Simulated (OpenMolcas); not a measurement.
# Nb²⁺: the spin-orbit constant, worked from levels

```yaml
Program: OpenMolcas 26.06
Basis: ANO-R2 [7s5p4d2f1g]
Scalar_Hamiltonian: X2C, finite nucleus
Active_space: 3 electrons in 10 orbitals (4d 5d)
State_averaging: 2S+1 = 4 even, 10 roots; 2S+1 = 2 even, 40 roots
Spin-orbit_coupling: RASSI with atomic mean-field integrals over the reference wave functions, term energies averaged over their components
```

Methods: CASSCF; MS-CASPT2, IPEA 0.25 Eh, imaginary shift 0.1 Eh (closed shells correlated: 4s 4p). Measured levels: the list in Shadmi, J. Res. Natl. Bur. Stand. 70A, 435 (1966).

**The spin-orbit constant.** For the Hund term ⁴F of d3, E(J) = (A/2) J(J+1) + constant and ζ = 2S·A = 3A. From J = 3/2 to J = 9/2 the energy changes by 10.5 A.

| Source | E(9/2) - E(3/2) | A | ζ |
| --- | --- | --- | --- |
| CASSCF | 1949.7 | 185.7 | 557 |
| MS-CASPT2 | 1954.4 | 186.1 | 558 |
| measured | 1939.0 | 184.7 | 554 |

All in cm-1. MS-CASPT2 is off by +0.8 % and CASSCF by +0.6 %. Both methods take the spin-orbit matrix elements from the reference wave functions, so the second can move ζ only through the term energies and any multistate remixing. Second-order mixing with other terms is absorbed into this ζ.

CASPT2 breaks the degeneracy within a term, and the mean is taken; among the terms shown or strongly mixed into the levels shown the widest spread is 750 cm-1 (4d³ ⁴F, MS-CASPT2). Active for correlation alone: 5d; no level in the range computed is led by a configuration that fills it, so any true level of that kind is missing. Without dynamic correlation excited terms often stand tens of per cent too high (terms of higher spin than the ground term too low), and those without a measured partner can miss by more than the paired ones (holds for CASSCF). Computed and measured levels are paired by configuration, term and J; levels that our copy of the source lacks, or whose pairing is in doubt (as where it misses far off the trend of its configuration), stay unpaired and out of the deviations. Levels of configurations outside the active space are missing.
